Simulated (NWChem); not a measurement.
System: SnHSBr, singlet; SMILES [SH][Sn][Br]

Input file for NWChem:

```
start job
memory heap 200 mb stack 900 mb global 1100 mb
geometry units angstroms
  Sn     0.706760    -0.623558     0.000000
  Br    -0.315352     1.727747     0.000000
  S     -1.471551    -1.799817     0.000000
  H     -0.870121    -3.026117     0.000000
end
basis spherical
  Sn library def2-svp
  Br library def2-svp
  S library def2-svp
  H library def2-svp
end
ecp
  Sn library def2-ecp
end
dft
  xc becke88 lyp
  iterations 150
end
driver
  maxiter 120
end
task dft optimize
dft
  grid fine
  convergence energy 1d-8 density 1d-7
end
task dft freq numerical
```

Low-valent species are run as closed-shell singlets; no triplet was tried in these runs. This build's default masses of Se (78.918 u) and Br (79.917 u) are each other's, which moves their modes by up to 0.6 %. def2 effective core potentials on Sn; no spin-orbit coupling.

The level has its own optimisation; frequencies are unscaled.

### Question
Predict the main results of this run. (BLYP/def2-SVP with def2 effective core potentials on Sn.) Quantities: r Br–Sn (Å); r S–Sn (Å); r H–S (Å); highest harmonic frequency (cm⁻¹); lowest (cm⁻¹); zero-point energy (kcal/mol).

### Answer
| Property | Value |
|---|---|
| r Br–Sn (Å) | 2.595 |
| r S–Sn (Å) | 2.507 |
| r H–S (Å) | 1.368 |
| highest harmonic frequency (cm⁻¹) | 2554 |
| lowest (cm⁻¹) | 85 |
| zero-point energy (kcal/mol) | 5.9 |
